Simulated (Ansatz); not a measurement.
Steps of a relaxation of CO$_{2}$Zn with RKS PBE0-D4/def2-TZVP.

```sh
$ ansatz run in.yaml --threads 2 --pin off --events-out ev --progress --plain --max-ram 4352MiB
```

```yaml
crystal:
  periodic: [false, false, false]
  atoms:
    - {symbol: O, position_ang: [0.999986, 0.026060, 1.033130]}
    - {symbol: C, position_ang: [0.458800, -0.648455, 0.238003]}
    - {symbol: O, position_ang: [-0.070300, -1.339820, -0.550728]}
    - {symbol: Zn, position_ang: [-1.332886, 1.901915, -0.740705]}
basis:
  gaussian: {orbitals: def2-TZVP}
hamiltonian: {xc: pbe0, dispersion: d4}
relax: {f_tol: 0.005, max_steps: 150}
```

Positions (Å) and forces (eV/Å) along the path, 7 of 7 steps:

```xyz
4
step=1 energy=-53541.4304 eV
O     1.000    0.026    1.033   -0.874   -1.072   -1.277
C     0.459   -0.648    0.238    0.095   -0.131    0.050
O    -0.070   -1.340   -0.551    0.840    1.117    1.260
Zn   -1.333    1.902   -0.741   -0.061    0.086   -0.033
4
step=2 energy=-53541.4692 eV
O     0.999    0.007    1.026   -0.067   -0.052   -0.087
C     0.466   -0.659    0.242    0.077   -0.107    0.041
O    -0.056   -1.339   -0.536    0.041    0.087    0.074
Zn   -1.353    1.930   -0.752   -0.052    0.073   -0.028
4
step=3 energy=-53541.4749 eV
O     1.007   -0.007    1.029    0.038    0.081    0.068
C     0.476   -0.672    0.247    0.063   -0.088    0.033
O    -0.047   -1.351   -0.530   -0.063   -0.047   -0.080
Zn   -1.381    1.970   -0.767   -0.038    0.054   -0.021
4
step=4 energy=-53541.4829 eV
O     1.032   -0.041    1.043    0.012    0.043    0.027
C     0.502   -0.709    0.261    0.033   -0.046    0.017
O    -0.023   -1.385   -0.517   -0.033   -0.013   -0.038
Zn   -1.455    2.075   -0.808   -0.012    0.017   -0.007
4
step=5 energy=-53541.4842 eV
O     1.043   -0.057    1.049   -0.003    0.011    0.001
C     0.514   -0.726    0.268    0.016   -0.022    0.008
O    -0.012   -1.400   -0.511   -0.008    0.005   -0.007
Zn   -1.490    2.124   -0.827   -0.004    0.006   -0.002
4
step=6 energy=-53541.4844 eV
O     1.048   -0.063    1.052    0.000    0.000    0.000
C     0.519   -0.734    0.271    0.001   -0.002    0.001
O    -0.008   -1.406   -0.509    0.000    0.000    0.000
Zn   -1.503    2.143   -0.834   -0.001    0.002   -0.001
4
step=7 energy=-53541.4844 eV
O     1.050   -0.066    1.053    0.001   -0.003    0.000
C     0.521   -0.737    0.272   -0.003    0.005   -0.002
O    -0.006   -1.409   -0.508    0.002   -0.002    0.002
Zn   -1.509    2.152   -0.838    0.000    0.000    0.000
```

Run time 90 s (2 threads of an Intel Xeon on a shared host); peak host memory 0.31 GiB.
